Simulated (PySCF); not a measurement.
**Worked example: oscillator strength and radiative lifetime**

H6NSi2, SMILES [SiH2]N[SiH3] (connectivity only; charge and spin as stated), charge +1, multiplicity 1.

The structure is a stationary point at PBE0-D3(BJ)/def2-SVP. The spin state was assumed, not searched. The isomer is the one that the SMILES or the coordinates give; other isomers of the formula were not compared.

TDDFT-M06-2X/def2-SVPD in PySCF puts the first singlet state with f over 0.02 at 5.80 eV (vertical), with the transition dipole (0.222, 1.056, 0.000) in atomic units.

Q: Find the oscillator strength, the wavelength and the radiative lifetime that this transition would have in vacuum if emission retraced absorption.

A: 
|μ|² = 1.1644 au, so |μ| = 2.74 D. ΔE = 5.80/27.211 = 0.2131 hartree. f = (2/3) ΔE |μ|² = 0.165 (the program prints 0.166).
λ = 1239.84/5.80 = 214 nm; ν = 46780 cm⁻¹.
Einstein's coefficient A = 0.6670 ν² f s⁻¹ (ν in cm⁻¹) = 2.4e8 s⁻¹, so τ = 1/A = 4.1 ns. This state is S1. The figure is the radiative limit of this one transition; relaxation, internal conversion, crossing to triplets and a medium change what is measured.
